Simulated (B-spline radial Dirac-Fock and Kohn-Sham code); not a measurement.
# Conversion-electron coefficients: Ge, 17.3 keV

Z = 32 (germanium), transition energy 17.3 keV. Calculated with a radial finite-basis atomic code, using a Dirac-Hartree-Slater potential of the neutral atom with a Latter tail (no hole, which puts coefficients of high multipoles low close above an edge), finite nucleus with surface currents. Subshells that would emit electrons below 1 keV are left out.

| subshell | electron energy (keV) | E2 | E4 | E5 | M3 | M4 |
| --- | --- | --- | --- | --- | --- | --- |
| K | 6.20 | 201 | 38100 | 518000 | 12100 | 219000 |
| L1 | 15.89 | 16.6 | 671 | 243000 | 4780 | 237000 |
| L2 | 16.05 | 64.1 | 1.12e+06 | 8.73e+07 | 663 | 44600 |
| L3 | 16.08 | 111 | 1.88e+06 | 1.46e+08 | 8120 | 944000 |
| M1 | 17.12 | 2.58 | 141 | 37000 | 834 | 44800 |
| M2 | 17.18 | 9.59 | 180000 | 1.47e+07 | 107 | 7490 |
| M3 | 17.18 | 16.5 | 300000 | 2.42e+07 | 1310 | 162000 |
| M4 | 17.26 | 0.0707 | 14200 | 2.86e+06 | 8.18 | 1440 |
| M5 | 17.26 | 0.0970 | 19600 | 3.86e+06 | 7.65 | 4710 |
| N1 | 17.29 | 0.223 | 12.7 | 3200 | 73.4 | 3980 |
| N2 | 17.29 | 0.146 | 2770 | 227000 | 1.65 | 116 |
| N3 | 17.29 | 0.247 | 4510 | 364000 | 19.7 | 2450 |
| total |  | 422 | 3.56e+06 | 2.80e+08 | 28100 | 1.67e+06 |

Q: For a pure M3 transition, what fraction of decays emits a photon?

A: 1/(1 + α) = 3.56e-05 with the total α = 28100.
